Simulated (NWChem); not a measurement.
The numbers come from NWChem runs, not from measurements. System: C$_{3}$H$_{7}$O, charge 0, spin multiplicity 2, at a geometry optimised with UB3LYP/def2-SVP. The structure started from a generated list of species. Its SCF solution wasn't tested for a lower state. Level: UMP2/def2-TZVP, 4 core orbitals frozen.

Job file:

```
start mol
memory heap 200 mb stack 900 mb global 1100 mb
geometry units angstroms nocenter noautoz noautosym
  C      1.438356    -0.076672     0.807875
  C      0.628172    -0.563733    -0.344336
  O     -0.405346     0.312037    -0.736232
  C     -1.485925     0.367418     0.159754
  H      2.047766    -0.769674     1.394140
  H      1.594164     0.998300     0.937024
  H      1.271852    -0.675675    -1.242746
  H      0.228584    -1.580544    -0.131867
  H     -1.186183     0.722655     1.165197
  H     -2.225080     1.069475    -0.253531
  H     -1.971950    -0.622908     0.281877
end
basis spherical
  * library def2-tzvp
end
scf
  uhf
  nopen 1
  maxiter 100
  thresh 1e-7
  semidirect memsize 60000000 filesize 0
  # guess.movecs holds the orbitals of an unrestricted PBE0 run
  vectors input guess.movecs output mol.movecs
end
mp2
  freeze core 4
end
task mp2 energy
```

NWChem printed:

```
             Northwest Computational Chemistry Package (NWChem) 7.3.0
             --------------------------------------------------------

                                NWChem Input Module
                                -------------------

 Scaling coordinates for geometry "geometry" by  1.889725989
 (inverse scale =  0.529177249)

                             Geometry "geometry" -> ""
                             -------------------------

 Output coordinates in angstroms (scale by  1.889725989 to convert to a.u.)

  No.       Tag          Charge          X              Y              Z
 ---- ---------------- ---------- -------------- -------------- --------------
    1 C                    6.0000     1.43835600    -0.07667200     0.80787500
    2 C                    6.0000     0.62817200    -0.56373300    -0.34433600
    3 O                    8.0000    -0.40534600     0.31203700    -0.73623200
    4 C                    6.0000    -1.48592500     0.36741800     0.15975400
    5 H                    1.0000     2.04776600    -0.76967400     1.39414000
    6 H                    1.0000     1.59416400     0.99830000     0.93702400
    7 H                    1.0000     1.27185200    -0.67567500    -1.24274600
    8 H                    1.0000     0.22858400    -1.58054400    -0.13186700
    9 H                    1.0000    -1.18618300     0.72265500     1.16519700
   10 H                    1.0000    -2.22508000     1.06947500    -0.25353100
   11 H                    1.0000    -1.97195000    -0.62290800     0.28187700

 Effective nuclear repulsion energy (a.u.)     126.8381466582

            Nuclear Dipole moment (a.u.)
            ----------------------------
        X                 Y               Z
 ---------------- ---------------- ----------------
     0.0000056692     0.0000056692    -0.0000075589


 Summary of "ao basis" -> "" (spherical)
 ------------------------------------------------------------------------------
       Tag                 Description            Shells   Functions and Types
 ---------------- ------------------------------  ------  ---------------------
 *                         def2-tzvp                  on all atoms

 Summary of "ao basis" -> "ao basis" (spherical)
 ------------------------------------------------------------------------------
       Tag                 Description            Shells   Functions and Types
 ---------------- ------------------------------  ------  ---------------------
 C                         def2-tzvp                11       31   5s3p2d1f
 O                         def2-tzvp                11       31   5s3p2d1f
 H                         def2-tzvp                 4        6   3s1p

                                 NWChem SCF Module
                                 -----------------

  ao basis        = "ao basis"
  functions       =   166
  atoms           =    11
  alpha electrons =    17
  beta  electrons =    16
  charge          =   0.00
  wavefunction    = UHF
  use symmetry    = F
  symmetry adapt  = F

 Summary of "ao basis" -> "ao basis" (spherical)
 ------------------------------------------------------------------------------
       Tag                 Description            Shells   Functions and Types
 ---------------- ------------------------------  ------  ---------------------
 C                         def2-tzvp                11       31   5s3p2d1f
 O                         def2-tzvp                11       31   5s3p2d1f
 H                         def2-tzvp                 4        6   3s1p
[...]
    6 H    1     0.47   0.14  0.27  0.06  0.01
    7 H    1     0.42   0.12  0.23  0.05  0.01
    8 H    1     0.45   0.13  0.24  0.06  0.01
    9 H    1     0.45   0.13  0.25  0.06  0.01
   10 H    1     0.44   0.13  0.25  0.05  0.01
   11 H    1     0.46   0.13  0.25  0.06  0.01

   Mulliken analysis of the spin density
   -------------------------------------

    Atom       Charge   Shell Charges
 -----------   ------   -------------------------------------------------------
    1 C    6     1.24   0.00 -0.00  0.04  0.05  0.05  0.38  0.51  0.21 -0.00  0.00 -0.00
    2 C    6    -0.17  -0.00  0.00 -0.01 -0.02 -0.02 -0.04 -0.06 -0.04  0.00  0.02  0.00
    3 O    8     0.01   0.00 -0.00  0.00  0.00 -0.00  0.00  0.00  0.00 -0.00 -0.00 -0.00
    4 C    6     0.01  -0.00 -0.00  0.00  0.00  0.00  0.00  0.00  0.00 -0.00  0.00  0.00
    5 H    1    -0.09  -0.02 -0.05 -0.02  0.01
    6 H    1    -0.08  -0.01 -0.05 -0.02  0.01
    7 H    1     0.07   0.02  0.04  0.01 -0.00
    8 H    1     0.02   0.01  0.01  0.00 -0.00
    9 H    1    -0.00  -0.00 -0.00 -0.00  0.00
   10 H    1    -0.00  -0.00 -0.00 -0.00  0.00
   11 H    1    -0.00  -0.00 -0.00 -0.00  0.00

       Multipole analysis of the density wrt the origin
       ------------------------------------------------

     L   x y z        total         alpha         beta         nuclear
     -   - - -        -----         -----         ----         -------
     0   0 0 0      0.000000    -17.000000    -16.000000     33.000000

     1   1 0 0      0.032969     -1.267091      1.300054      0.000006
     1   0 1 0     -0.288773     -0.038012     -0.250766      0.000006
     1   0 0 1      0.426589     -0.524691      0.951287     -0.000008

     2   2 0 0    -17.846400    -98.781832    -90.455123    171.390555
     2   1 1 0     -0.602864     18.269320     17.866367    -36.738552
     2   1 0 1     -0.436328    -16.013740    -12.996266     28.573678
     2   0 2 0    -18.852554    -27.838119    -27.184431     36.169996
     2   0 1 1      0.618002     -0.759636     -0.812058      2.189697
     2   0 0 2    -20.722365    -39.326777    -34.967509     53.571920

                   NWChem MP2 Semi-direct Energy/Gradient Module
                   ---------------------------------------------

  Basis functions       =    166
  Molecular orbitals    =    166
  Frozen core           =      4
  Frozen virtuals       =      0
  Active alpha occupied =     13
  Active beta occupied  =     12
  Active alpha virtual  =    149
  Active beta virtual   =    150
  Use MO symmetry       = F
  Use skeleton AO sym   = F

  AO/Fock/Back tols     =   1.0D-09  1.0D-09  1.0D-09

 GA uses MA = F    GA memory limited = T

 Available:
  local mem=  1.26D+08
 global mem=  1.44D+08
 local disk=  0.00D+00
  mp2_memr nvloc                   149
  nvloc new                   149
   1 passes of  13:        6291456                     153025                  89969647.
   1 passes of  13: M    126043529           G      144124088           F     119752073.

 Semi-direct pass number   1 of   1  for UHF alpha       at       40.2s
  vrange nnbf                 13654
  mp2_eaftype                   343  avail_ma_in_mb                  1098
 EAF : mp2_eaftype filesize         343   44984824.
  mp2_eaf for mointskh                    343
Node 0 wrote    211.6 Mb in      0.0 s     Agg I/O rate:  7065.8 Mb/s
 Done moints_semi at       49.7s
  mp2_eaftype                   343  avail_ma_in_mb                   755
 EAF : mp2_eaftype filesize         343   44984824.
  mp2_eaf for kh                   343
 Done maket at       50.2s
 Done multipass loop at       50.2s

 GA uses MA = F    GA memory limited = T

 Available:
  local mem=  1.26D+08
 global mem=  1.44D+08
 local disk=  0.00D+00
  mp2_memr nvloc                   150
  nvloc new                   150
   1 passes of  12:        6291456                     146178                  83609614.
   1 passes of  12: M    126043529           G      144124088           F     119752073.

 Semi-direct pass number   1 of   1  for UHF beta        at       50.2s
  vrange nnbf                 13654
  mp2_eaftype                   318  avail_ma_in_mb                  1098
 EAF : mp2_eaftype filesize         318   41804807.
  mp2_eaf for mointskh                    318
Node 0 wrote    196.6 Mb in      0.0 s     Agg I/O rate:  6887.5 Mb/s
 Done moints_semi at       59.4s
  mp2_eaftype                   318  avail_ma_in_mb                   780
 EAF : mp2_eaftype filesize         318   41804807.
  mp2_eaf for kh                   318
 Done maket at       59.8s
 Done multipass loop at       59.8s

          -------------------------------------------
          SCF energy                -192.547389235952
          Correlation energy          -0.711878561030
          Singlet pairs                0.000000000000
          Triplet pairs                0.000000000000
          Total MP2 energy          -193.259267796982
          -------------------------------------------

          ---------------------------------------------------
                    Spin Component Scaled (SCS) MP2
          Same spin pairs                     -0.166085371307
          Same spin scaling factor             0.333333333333
          Opposite spin pairs                 -0.545793189723
          Opposite spin scaling fact.          1.200000000000
          SCS-MP2 correlation energy          -0.710313618103
          Total SCS-MP2 energy              -193.257702854055
          ---------------------------------------------------

 -----------------------
 Performance information
 -----------------------

 Timer overhead =  1.21D-07 seconds/call

               Nr. of calls         CPU time (s)                 Wall time (s)                GFlops
             ---------------    -------------------     ------------------------------   -------------------
Name         Min   Avg   Max    Min     Avg     Max     Min     Avg     Max   Mx/calls   Min     Max     Sum
mp2: moin     2     2     2    19.     19.     19.      19.     19.     19.     9.4      0.0     0.0     0.0
mp2: make     2     2     2   0.83    0.83    0.83     0.83    0.83    0.83    0.41      0.0     0.0     0.0
mp2: tota     1     1     1    20.     20.     20.      20.     20.     20.     20.      0.0     0.0     0.0

 The average no. of pstat calls per process was 5.00D+00
 with a timing overhead of 6.04D-07s

 Task  times  cpu:       59.8s     wall:       59.8s

 Total times  cpu:       59.8s     wall:       59.8s
```
